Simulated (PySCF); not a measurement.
BeGe: energy against distance

Set-up: PySCF, no relativity, basis sets Be 6-31G(d,p), Ge 6-31G(d,p). Energies in eV from Be + Ge in their ground configurations at the same level. All curves are PBE0. state 1: ³Σ⁻ (triplet), unpaired electrons π ↑↑; state 2: Ms = 0 determinant of mixed spin (⟨S²⟩ near 1.0), unpaired electrons π ↑↓, a mixture of terms (⟨Lz²⟩ = 2.0), a second solution, started from another occupation; state 3: ³Π (triplet), unpaired electrons σ ↑, π ↑, a second solution, started from another occupation; state 4: Ms = 0 determinant of mixed spin (⟨S²⟩ near 1.0), unpaired electrons σ ↓, π ↑, a second solution, started from another occupation.

```tsv
R (Å)	state 1	state 2	state 3	state 4
1.873	-0.995	-0.742	0.1837	0.2886
1.960	-1.296	-1.039	-0.3017	-0.2036
2.047	-1.461	-1.199	-0.6255	-0.5330
2.113	-1.519	-1.252	-0.7870	-0.6977
2.178	-1.534	-1.261	-0.8940	-0.8068
2.243	-1.517	-1.237	-0.9576	-0.8715
2.330	-1.458	-1.169	-0.9908	-0.9040
2.439	-1.346	-1.047	-0.9724	-0.8813
2.570	-1.183	-0.874	-0.8950	-0.7933
2.744	-0.956	-0.639	-0.7458	-0.6206
```

**Question.** Put a parabola through the three lowest points of the state 1 curve and estimate Re, k and ωe (reduced mass 8.033 u; 1 eV/Å² = 0.16022 mdyn/Å; ωe = 1302.8·√(k/μ) cm⁻¹).

**Answer.** Through R = 2.113, 2.178, 2.243 Å the second-order coefficient is 3.79 eV/Å², so Re ≈ 2.176 Å, k ≈ 1.21 mdyn/Å and ωe ≈ 506 cm⁻¹. A polynomial fit of higher order to the unrounded PBE0 energies gives Re = 2.173 Å, k = 1.23 mdyn/Å, ωe = 511 cm⁻¹; anharmonicity and rounding make the difference.

The higher-order fit for each curve: state 1: Re = 2.173 Å, ωe = 511 cm⁻¹, De = 1.53 eV; state 2: Re = 2.161 Å, ωe = 528 cm⁻¹, minimum 1.26 eV below the ground-state fragments; state 3: Re = 2.349 Å, ωe = 424 cm⁻¹, minimum 0.99 eV below the ground-state fragments; state 4: Re = 2.344 Å, ωe = 441 cm⁻¹, minimum 0.90 eV below the ground-state fragments.

Closed-shell solutions of metal pairs were not tested for spin polarisation, which can lower them a little. Spin–orbit coupling is left out. The state was picked by a PBE0 search and need not be the measured ground state.
